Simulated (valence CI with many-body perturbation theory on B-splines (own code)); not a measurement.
# E1 line list for Pr²⁸⁺

Computed by configuration interaction combined with many-body perturbation theory (CI+MBPT): three valence electrons over a frozen Dirac-Fock core [Ar] 3d10, a basis of 11 s, 11 p, 10 d, 8 f, 5 g, 2 h functions for each j, with the one-electron correlation potential Σ1, the two-electron term Σ2, the three-electron term Σ3, Breit, model QED; selected CI, second order for the rest, scaled by the run's own slope (own B-spline code, finite nucleus).

No measured spectrum was set against this ion. As an estimate, large intervals hold to a few tenths of a per cent, small ones and those within an open d or f shell to about a per cent.

Lines 101 to 150 of 543 in falling wavelength, among levels below 439.32 eV, chosen from the strongest by gf and those to the six lowest levels. Wavelengths and rates use the calculated energies. Electric multipoles are in the length gauge, E1 and E2 with the static RPA response of the core. Weak lines are less certain than strong ones. Lines between different terms over intervals too small for the method are left out, as are lines whose strength nearly cancels. Where a level lies close to another of its J and parity, the split of strength between their lines is uncertain. The highest levels of a list are the least certain.

Levels are named by their leading jj configuration (3d3/2^4 stands for four electrons in 3d with j = 3/2), which in mixed levels can hold well under half, so a name can repeat and another be missing. Letters in brackets count levels of one name in rising energy.

```
λ vac (nm)                          Upper                          Lower   A (s⁻¹)  log gf  Branch %
     13.01     (4s 4p1/2 4p3/2) J=3/2 [b]             (4s^2 4p1/2) J=1/2  6.65e+10   -0.17      93.3
     12.93  (4p1/2 4p3/2 4f7/2) J=5/2 [a]     (4s 4p1/2 4f5/2) J=5/2 [b]  2.51e+10   -0.42       8.2
     12.92  (4p1/2 4p3/2 4f7/2) J=7/2 [a]     (4s 4p1/2 4f7/2) J=7/2 [a]  3.86e+10   -0.11      15.6
     12.91          (4p1/2 4p3/2^2) J=1/2     (4s 4p1/2 4p3/2) J=3/2 [b]  1.05e+11   -0.28      71.7
     12.90  (4p1/2 4p3/2 4d5/2) J=3/2 [b]     (4s 4p1/2 4d5/2) J=5/2 [b]  7.10e+10   -0.15      33.5
     12.88  (4p1/2 4p3/2 4f5/2) J=5/2 [b]     (4s 4p1/2 4f7/2) J=7/2 [a]  2.85e+10   -0.37      11.5
     12.84          (4p3/2^2 4f7/2) J=9/2        (4s 4p3/2 4f7/2) J=11/2  2.45e+10   -0.22       7.2
     12.84  (4p1/2 4p3/2 4f5/2) J=3/2 [b]         (4s 4p1/2 4f5/2) J=3/2  3.26e+10   -0.49      11.9
     12.83          (4p3/2^2 4d5/2) J=7/2         (4s 4p3/2 4d5/2) J=9/2  2.50e+10   -0.31      23.4
     12.83  (4p1/2 4p3/2 4f7/2) J=5/2 [b]          (4p3/2^2 4d3/2) J=7/2  2.35e+10   -0.46      12.0
     12.82  (4p3/2 4d3/2 4d5/2) J=5/2 [e]     (4s 4d3/2 4d5/2) J=7/2 [b]  7.47e+10    0.04      20.2
     12.81          (4p3/2^2 4d5/2) J=3/2     (4s 4p3/2 4d3/2) J=5/2 [b]  3.19e+10   -0.50       9.0
     12.81  (4p1/2 4p3/2 4d3/2) J=5/2 [b]     (4s 4p1/2 4d3/2) J=3/2 [b]  2.52e+10   -0.43       6.9
     12.80      (4p3/2^2 4d5/2) J=5/2 [b]     (4s 4p3/2 4d5/2) J=7/2 [b]  3.61e+10   -0.27       9.1
     12.79      (4p1/2 4p3/2 4f5/2) J=9/2          (4p3/2^2 4d3/2) J=7/2  2.89e+10   -0.15      10.5
     12.78     (4s 4p3/2 4d3/2) J=1/2 [b]             (4s^2 4d3/2) J=3/2  1.04e+11   -0.29      24.2
     12.78          (4p3/2^2 4f5/2) J=5/2     (4s 4p3/2 4f5/2) J=7/2 [a]  2.53e+10   -0.43       4.9
     12.77  (4p1/2 4p3/2 4d3/2) J=3/2 [a]     (4s 4p1/2 4d3/2) J=3/2 [a]  5.39e+10   -0.28      39.4
     12.76  (4p1/2 4p3/2 4d3/2) J=3/2 [b]     (4s 4p1/2 4d3/2) J=3/2 [b]  3.39e+10   -0.48       8.1
     12.75          (4p3/2^2 4d3/2) J=5/2     (4s 4p3/2 4d3/2) J=5/2 [a]  2.79e+10   -0.39       7.0
     12.72  (4p1/2 4p3/2 4f5/2) J=5/2 [b]     (4s 4p1/2 4f5/2) J=5/2 [a]  2.92e+10   -0.37      11.7
     12.71  (4p1/2 4p3/2 4d3/2) J=1/2 [a]     (4s 4p1/2 4d3/2) J=3/2 [a]  6.38e+10   -0.51      50.1
     12.70  (4p1/2 4p3/2 4d5/2) J=7/2 [b]         (4s 4p1/2 4d5/2) J=7/2  2.30e+10   -0.35      15.4
     12.70          (4p1/2^2 4p3/2) J=3/2             (4s 4p1/2^2) J=1/2  4.15e+10   -0.40      41.6
     12.66     (4s 4p1/2 4d3/2) J=3/2 [a]         (4s 4p1/2 4p3/2) J=5/2  1.88e+08   -2.74       0.5
     12.64          (4p3/2^2 4f5/2) J=7/2     (4s 4p3/2 4f7/2) J=9/2 [a]  1.89e+10   -0.44       3.5
     12.63  (4p1/2 4p3/2 4f5/2) J=3/2 [a]     (4s 4p1/2 4f5/2) J=5/2 [a]  8.80e+10   -0.07      26.7
     12.61          (4p3/2^2 4f5/2) J=7/2     (4s 4p3/2 4f5/2) J=7/2 [a]  2.11e+10   -0.40       3.9
     12.59     (4s 4p3/2 4f7/2) J=9/2 [c]             (4s^2 4f7/2) J=7/2  2.13e+11    0.70      37.3
     12.58     (4s 4p3/2 4f5/2) J=7/2 [b]             (4s^2 4f7/2) J=7/2  3.91e+10   -0.13       6.0
     12.58      (4p3/2 4d5/2^2) J=9/2 [b]             (4s 4d5/2^2) J=9/2  3.29e+10   -0.11       8.6
     12.56         (4s 4p1/2 4p3/2) J=1/2             (4s^2 4p1/2) J=1/2  1.70e+11   -0.10      94.6
     12.55             (4s 4p3/2^2) J=1/2             (4s^2 4p3/2) J=3/2  1.19e+11   -0.25      96.7
     12.53         (4s 4p3/2 4d5/2) J=3/2             (4s^2 4d5/2) J=5/2  1.50e+11    0.15      43.2
     12.53     (4s 4p3/2 4f7/2) J=5/2 [c]             (4s^2 4f7/2) J=7/2  1.32e+11    0.27      29.4
     12.53     (4s 4p3/2 4f5/2) J=7/2 [b]             (4s^2 4f5/2) J=5/2  7.76e+10    0.16      11.9
     12.52             (4s 4p3/2^2) J=3/2             (4s^2 4p3/2) J=3/2  1.53e+11    0.16      64.5
     12.50     (4s 4p3/2 4f5/2) J=3/2 [b]             (4s^2 4f5/2) J=5/2  1.43e+11    0.13      28.4
     12.47          (4p3/2^2 4d5/2) J=9/2         (4s 4p3/2 4d5/2) J=9/2  5.16e+10    0.08      28.7
     12.46          (4p1/2 4p3/2^2) J=3/2     (4s 4p1/2 4p3/2) J=3/2 [a]  5.11e+10   -0.32      38.7
     12.46     (4s 4p3/2 4d3/2) J=3/2 [b]             (4s 4p3/2^2) J=3/2  4.14e+10   -0.41      11.7
     12.45                (4p3/2^3) J=3/2             (4s 4p3/2^2) J=5/2  4.46e+10   -0.38      30.7
     12.41     (4s 4d3/2 4d5/2) J=5/2 [c]     (4s 4p3/2 4d3/2) J=3/2 [c]  2.49e+10   -0.46       5.5
     12.41         (4p3/2^2 4f7/2) J=11/2        (4s 4p3/2 4f7/2) J=11/2  3.66e+10    0.01      10.7
     12.41     (4s 4p3/2 4d5/2) J=5/2 [b]             (4s^2 4d5/2) J=5/2  1.10e+11    0.18      23.1
     12.40         (4s 4d3/2 4d5/2) J=9/2     (4s 4p3/2 4d5/2) J=7/2 [b]  3.54e+10   -0.09      21.3
     12.39          (4p1/2 4d5/2^2) J=7/2  (4p1/2 4p3/2 4d5/2) J=5/2 [b]  3.34e+10   -0.21      22.0
     12.39          (4p1/2 4p3/2^2) J=5/2     (4s 4p1/2 4p3/2) J=3/2 [a]  3.90e+08   -2.27       0.9
     12.38     (4s 4p3/2 4f5/2) J=5/2 [b]             (4s^2 4f5/2) J=5/2  9.22e+10    0.10      14.4
     12.36  (4p1/2 4p3/2 4d3/2) J=3/2 [a]          (4p1/2 4p3/2^2) J=5/2  3.56e+10   -0.49      26.0
```

How does gf follow from A for the line at 12.91 nm?

gf = 1.4992 × (2J+1)_upper × A / σ², with σ = 774332 cm⁻¹ and 2J+1 = 2: gf = 0.527.
